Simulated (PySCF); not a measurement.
F3GeH3OSi, SMILES [F][Ge]([O][SiH3])([F])[F].

Geometry: r2SCAN-D4/def2-SVP. Other conformers were not sampled.

Two levels are set side by side: TDA-PBE/def2-SVPD (PySCF) and TDA-M06-2X/def2-SVPD (PySCF). Vertical, same geometry. The lowest singlet is HOMO→LUMO 99 % with PBE and HOMO→LUMO 82 % with the other functional; states are paired by order. Differences are taken from unrounded values.

```csv
quantity,TDA-PBE
lowest singlet excitation (eV),5.59
lowest triplet excitation (TDA) (eV),5.36
```

Problem. These are the TDA-PBE values. What does TDA-M06-2X give? (An estimate is asked for; the answer gives what the named calculation found.)

Solution. 
```json
[
 {"quantity": "lowest singlet excitation (eV)", "TDA-M06-2X": "7.40", "TDA-PBE minus TDA-M06-2X": "-1.81"},
 {"quantity": "lowest triplet excitation (TDA) (eV)", "TDA-M06-2X": "7.04", "TDA-PBE minus TDA-M06-2X": "-1.67"}
]
```

Functionals without exact exchange tend to place singlet excitations lower, as here. Differences between two approximate levels are no errors against the true value.

Rough cost on one machine, each run with all the roots and properties that it gave: TDA-M06-2X against TDA-PBE about 10 times.
